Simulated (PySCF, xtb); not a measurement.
C3H9FOSi, SMILES [Si@H](C)(CF)OC. The values are those of a single conformer.

Harmonic wavenumbers (cm⁻¹) from GFN2-xTB in xtb at its own minimum, in rising order: 46, 57, 89, 106, 120, 165, 214, 259, 337, 595, 638, 673, 713, 746, 796, 821, 842, 1029, 1128, 1135, 1155, 1206, 1282, 1374, 1412, 1448, 1476, 1480, 1483, 1485, 2329, 2928, 2949, 2951, 2961, 2991, 3011, 3035, 3054.

What does r2SCAN-D4/def2-SVP in PySCF give at its own minimum? (Estimate from the structure and the level; the computed values follow.)

52, 69, 81, 127, 159, 169, 231, 279, 341, 600, 638, 711, 752, 762, 833, 879, 897, 1035, 1148, 1173, 1207, 1229, 1253, 1298, 1424, 1428, 1451, 1472, 1474, 1478, 2252, 2979, 3014, 3035, 3056, 3079, 3114, 3137, 3148. Paired by order, the mean absolute difference is 37 cm⁻¹ and the zero-point energies are 72.2 and 73.6 kcal/mol.
